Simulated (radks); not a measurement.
Results of a calculation; reference values are marked as such.
Task: Radial electron density D(r) = 4 pi r^2 rho(r) of an atom or ion with 42 electrons. Code: a radial shooting solver on a logarithmic mesh with Libxc functionals. Model: Dirac Kohn-Sham, PBE, spin-unpolarised, spherical densities, finite nucleus; Fermi nuclear charge, rms radius of each element as measured or else 0.836 A^(1/3) + 0.57 fm.

r (bohr)  D(r) (e/bohr)
0.001802          2.802
0.002423          4.648
0.003284          7.662
0.004451          12.30
0.006032          19.03
0.008175          28.05
0.01099           38.43
0.0149            48.77
0.02019           55.46
0.02736           55.58
0.03678           50.67
0.04985           48.15
0.06756           55.96
0.09156           68.00
0.1241            65.97
0.1668            50.31
0.2261            45.84
0.3064            54.15
0.4153            43.76
0.5584            21.08
0.7567            13.13
1.026             13.72
1.39              8.934
1.884             3.365
2.533            0.8792
3.432            0.2259
4.652            0.1380
6.305           0.06799
8.476           0.01310
11.49         0.0006149

What is the nuclear charge?

Result: Z = 44. The innermost maximum, from 1s, lies near gamma/Z bohr with gamma = sqrt(1 - (Z/c)^2) = 0.947, here 0.0215 bohr (found: 0.0235), and its height grows with Z. The density is that of the ruthenium ion Ru2+ in [Ar] 3d10 4s1.5 4p6 4d6 5d0.5; the configuration itself is not fixed sharply by these data, and Z only to a few units. D(r) has 4 maxima, at r = 0.0235, 0.104, 0.319, 0.954 bohr, and minima at 0.0471, 0.205, 0.757 bohr, inside which lie 2.05, 11.11, 29.18 electrons.
